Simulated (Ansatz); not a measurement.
Gas-phase reaction in SMILES: [SiH2]N[SiH2]O[SiH3] -> [SiH2]O[SiH2]N[SiH3]
Each molecule is optimised on its own at B3LYP-D3(BJ)/def2-TZVP (Ansatz, an electronic-structure program), one conformer each, not searched for the lowest. Frequencies are from Ansatz.

Property: isomerisation energy (0 K, with B3LYP-D3(BJ) harmonic zero-point energies), in kcal/mol. Correlated levels leave the core frozen unless marked. Open shells are spin-unrestricted. No spin-orbit coupling. Non-relativistic. CBS marks a two-point X^-3 extrapolation of the correlation energy; Hartree-Fock from the larger set.

```tsv
level	program	isomerisation energy (kcal/mol)
PBE/def2-TZVPD	Ansatz	(withheld)
PBE0/def2-QZVPP	Ansatz	(withheld)
r2SCANh/def2-TZVPD	Ansatz	1.5
SCS-MP2/6-31G*	Ansatz	1.8
CCSD(T)/CBS(cc-pV(T+d)Z,cc-pV(Q+d)Z)	Ansatz	1.5
```

Problem. Fill in the missing entries.

Solution. 
- PBE/def2-TZVPD, isomerisation energy (kcal/mol): 1.6
- PBE0/def2-QZVPP, isomerisation energy (kcal/mol): 1.4
